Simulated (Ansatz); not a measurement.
The first iterations of a band of a periodic cell of 19 atoms, C18Se (surface graphene monolayer, adsorbate Se).

All numbers below come from DFT PBE, scalar-relativistic, plane waves, PAW (Ansatz). Settings: cutoff 420 eV, k mesh 2x2x1, fermi-dirac smearing 0.05 eV, no spin polarisation.

```
movable images  : 7
climbing image  : yes
spring          : 5.0 eV/Å²
optimiser       : fire
start path      : IDPP
force threshold : 0.05 eV/Å
iteration limit : 19
end points      : relaxed
```

Image 0:

```xyz
19
Lattice="7.3980 0.0000 0.0000 -3.6990 6.4069 0.0000 0.0000 0.0000 13.0000" Properties=species:S:1:pos:R:3
C 0.003 -0.026 0.898
C 1.227 0.681 0.942
C -1.220 2.087 1.005
C 0.000 2.813 0.946
C -2.478 4.265 1.005
C -1.239 4.959 0.946
C 2.462 -0.037 0.946
C 3.700 0.656 1.005
C 1.222 2.109 0.946
C 2.442 2.835 1.006
C -0.005 4.241 0.942
C 1.219 4.947 0.898
C 4.915 -0.032 0.924
C 6.166 0.690 0.924
C 3.674 2.094 1.241
C 4.946 2.828 1.240
C 2.454 4.231 0.924
C 3.705 4.954 0.924
Se 4.310 2.461 3.246
```

Image 8:

```xyz
19
Lattice="7.3980 0.0000 0.0000 -3.6990 6.4069 0.0000 0.0000 0.0000 13.0000" Properties=species:S:1:pos:R:3
C -0.042 -0.024 0.907
C 1.192 0.688 0.925
C -1.270 2.114 0.945
C -0.041 2.826 0.932
C -2.503 4.250 0.945
C -1.272 4.958 0.932
C 2.423 -0.029 0.949
C 3.657 0.665 1.038
C 1.186 2.112 0.949
C 2.405 2.834 1.038
C -0.042 4.247 0.948
C 1.189 4.958 0.939
C 4.892 -0.029 0.955
C 6.122 0.688 0.929
C 3.659 2.113 1.196
C 4.911 2.835 1.023
C 2.421 4.251 0.955
C 3.657 4.958 0.929
Se 3.625 2.093 3.326
```

| iteration | highest image above the first end (eV) | largest band force component (eV/Å) |
| --- | --- | --- |
| 1 | 0.188 | 0.427 |
| 2 | 0.183 | 0.404 |
| 3 | 0.181 | 0.361 |
| 4 | 0.178 | 0.320 |
| 5 | 0.176 | 0.264 |

Problem. Does the band converge within its limit, and where does its top end?

Solution. The run converged. It ended after 15 iterations with the highest image 0.174 eV above the first end. The top lies less than 8 meV above the higher end, about what the thresholds resolve: that end is a shoulder or a very shallow well. The order of the stationary point at the top wasn't checked. Limits of this set-up: coarse k mesh, slab without dipole correction.

Time of the run: 13 min on 1 thread of Arm Neoverse V2, with other jobs on the host, peak memory 1.1 GiB.
